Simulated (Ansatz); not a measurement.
Start from `CC(C)NC(C)(C)C` and change one atom or group to get `CC(C)(C)[NH][In]([F])[F]`.

Ansatz, PBE0-D4/def2-TZVP geometries, multiplicity 1. Each molecule was computed in one conformer, which needn't be the lowest.

Elements past krypton have def2 core potentials.

```csv
property,`CC(C)NC(C)(C)C`
LUMO energy (PBE/def2-TZVPP) / eV,0.17
size of the dipole moment (B3LYP/def2-TZVPP) / D,0.63
HOMO energy (B3LYP/def2-TZVPP) / eV,-5.87
HOMO energy (PBE/def2-TZVPP) / eV,-4.71
HOMO–LUMO gap (B3LYP/def2-TZVPP) / eV,6.51
HOMO energy (ωB97M-V/def2-TZVPP) / eV,-8.46
```

(1) What does the change do to each property? (Estimate.)

Results:

(1) Computed: 
| property | `CC(C)(C)[NH][In]([F])[F]` | shift |
| --- | --- | --- |
| LUMO energy (PBE/def2-TZVPP) / eV | -2.91 | -3.08 |
| size of the dipole moment (B3LYP/def2-TZVPP) / D | 4.67 | 4.04 |
| HOMO energy (B3LYP/def2-TZVPP) / eV | -7.25 | -1.38 |
| HOMO energy (PBE/def2-TZVPP) / eV | -6.12 | -1.41 |
| HOMO–LUMO gap (B3LYP/def2-TZVPP) / eV | 4.88 | -1.63 |
| HOMO energy (ωB97M-V/def2-TZVPP) / eV | -9.76 | -1.30 |

With PBE0 the HOMO falls by 1.35 eV and the LUMO falls by 2.98 eV, so the gap narrows by about 1.63 eV. PBE moves the HOMO by -1.41 eV and ωB97M-V by -1.30 eV. Dipoles are sizes alone; their direction can turn.

B3LYP here is the variant with VWN-RPA as its local correlation; programs differ in this.
